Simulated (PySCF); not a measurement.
SMILES C[SiH](S[Si](O)(O)O)C (C2H10O3SSi2), GFN2-xTB optimised geometry.

```
18

Si    -1.12     1.56     2.05
C      0.75     1.55     2.39
C     -1.83     3.32     2.18
S     -1.49     0.97     0.00
Si    -0.60    -0.97     0.00
O     -1.06    -1.66     1.39
O      1.02    -0.97     0.00
O     -1.06    -1.76    -1.34
H     -1.84     0.63     2.92
H      1.17     0.57     2.18
H      0.96     1.80     3.43
H      1.26     2.28     1.77
H     -1.69     3.71     3.18
H     -1.35     4.00     1.48
H     -2.90     3.33     1.96
H     -0.65    -2.49     1.65
H      1.49    -0.71    -0.79
H     -1.95    -1.68    -1.66
```

Density from PBE0/def2-SVP in PySCF at that geometry.

Minimum of the electron density along straight lines between bonded atoms, close to the bond critical point (lines longer than 1.1 times the sum of covalent radii, or with two minima, are not listed):

```tsv
bond	length / Å	ρ at the minimum / e bohr⁻³	∇²ρ there / e bohr⁻⁵	position (fraction from the first atom)
Si1–C2	1.899	0.112	0.30	0.38
Si1–C3	1.895	0.113	0.31	0.38
Si1–S4	2.164	0.087	0.16	0.36
S4–Si5	2.130	0.097	0.18	0.65
Si5–O6	1.620	0.134	1.13	0.41
Si5–O7	1.623	0.133	1.11	0.41
Si5–O8	1.624	0.132	1.10	0.41
Si1–H9	1.463	0.119	0.31	0.49
C2–H10	1.086	0.273	-1.00	0.63
C2–H11	1.086	0.271	-0.96	0.62
C2–H12	1.088	0.271	-0.96	0.62
C3–H13	1.085	0.272	-0.97	0.62
C3–H14	1.086	0.272	-0.98	0.63
C3–H15	1.085	0.273	-0.98	0.63
O6–H16	0.954	0.355	-2.46	0.82
O7–H17	0.953	0.356	-2.48	0.82
O8–H18	0.953	0.356	-2.52	0.82
```
